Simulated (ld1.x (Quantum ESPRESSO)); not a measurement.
Configuration tests for Rb (TM semilocal)

rubidium (Rb), norm-conserving Troullier–Martins (semilocal form), made with ld1.x (Quantum ESPRESSO) 7.5 (LDA (PZ), scalar-relativistic). Core [Ar] 3d10, reference 4s2 4p6 5s1 5p0. Waves: 4s (bound): rc 1.70 bohr; 4d channel at 0.35 Ry: rc 2.45 bohr; 4f channel at 0.35 Ry: rc 1.80 bohr; 4p (bound): rc 2.25 bohr. Local part: the p channel. Core correction: none.

Occupied shells without a wave of their own: 5s. They enter only through the test configuration that unscreens the potential.

Energies are relative to the spin-unpolarised reference configuration 4s2 4p6 5s1 5p0; without spin polarisation the order of configurations can differ from experiment. Spin-polarised rows fill each open shell by Hund’s rule, majority spin first.

```tsv
valence configuration	charge	ΔE all-electron (eV)	error AE − PS (meV)
4s2 4p6 5s0 5p0	+1	4.277	-80
4s2 4p6 5s0.5 5p0	+0.5	1.659	-31
4s2 4p6 5s0 5p1	0	1.620	-44
4s1 4p6 5s1 5p0	+1	37.836	+59
4s2 4p5 5s1 5p0	+1	21.238	+27
4s2 4p6 5s0.5 5p0 (spin-polarised)	+0.5	1.616	-31
```

Problem. What are ΔE and the potential's error for 4s2 4p6 5s1 5p0 (spin-polarised)?

Solution. ΔE = -0.125 eV all-electron; the error (AE − PS) is +0.4 meV.

Levels in the configuration 4s1 4p6 5s1 5p0:

| level | all-electron (eV) | pseudo (eV) |
| --- | --- | --- |
| 4s | -44.001 | -43.863 |
| 4p | -27.334 | -27.236 |
| 5s | -8.370 | -8.500 |
